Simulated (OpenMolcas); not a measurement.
**Au3+: moving or changing the point charges**

Au3+ among 8 point charges of -1.2 e arranged as a cube (Oh), 2.14 Å from the ion.

```
Program             : OpenMolcas
Method              : CASSCF
Basis               : ANO-RCC-VDZP [7s6p4d2f]
Scalar Hamiltonian  : DKH2, point nucleus
Active space        : 8 electrons in 5 orbitals (5d)
State averaging     : 2S+1 = 3 even, 10 roots; 2S+1 = 1 even, 15 roots
Spin-orbit coupling : RASSI with atomic mean-field integrals over the reference wave functions
```

Runs around this geometry, states (labels of O, the rotations of Oh). Energies in cm-1 above the lowest state or level, χT in cm3 K/mol; under a threefold ground state the first gap can be a small split of the lowest multiplet, not the spin-orbit step; 10Dq and B are least-squares fits to the states below 45000 cm-1, weighted by degeneracy, with a free offset, and given where the rms deviation is under 5 % of |10Dq| (or 100 cm-1) and under 700 cm-1; 10Dq is negative for this site.

```csv
R (Å),q (e),Ground state,First state of that spin,10Dq,B (rms of fit),First gap with spin-orbit (degeneracies),χT at 300 K,First state of another spin
2.14,-0.96,3T1,3T2 2638,-3103,923 (41),"869.2 (1, 3)",1.823,1T2 13149
1.96,-1.2,3T1,3T2 5112,-5848,918 (83),"1530 (1, 3)",1.063,1T2 13577
2.14,-1.2,3T1,3T2 3338,-3887,922 (55),"1072 (1, 3)",1.508,1T2 13309
2.32,-1.2,3T1,3T2 2249,-2659,924 (36),"753.8 (1, 3)",2.051,1T2 13054
```

Taking |10Dq| as R^-n, n = -ln(2659 / 5848) / ln(2.32 / 1.96) = 4.7 between the shortest and longest distance. The point-charge formula for a cubic d site gives n = 5.

Scaling the charges by -0.96 / -1.2 = 0.80 scales |10Dq| by 3103 / 3887 = 0.80; with fixed orbitals a first-order splitting would follow the charge.

Without dynamic correlation the repulsion within the d shell is too large (B by tens of per cent), so at a given field states of lower spin stand too high. Real 4d8 and 5d8 ions are as a rule square planar and diamagnetic. An orbital triplet at a regular site is open to Jahn-Teller coupling, which can distort the site and quench the lowest spin-orbit gaps and is left out (holds for R = 2.14, q = -0.96; R = 2.14, q = -1.2; R = 2.32, q = -1.2). The ground term spreads over less than 5000 cm-1, several times less than with real ligands, so orbital moments are less quenched and χT lies further from the spin-only value than at real sites (holds for R = 2.32, q = -1.2). Point charges carry no covalency, so the field is a model and not that of real ligands. No measured value stands beside these numbers.
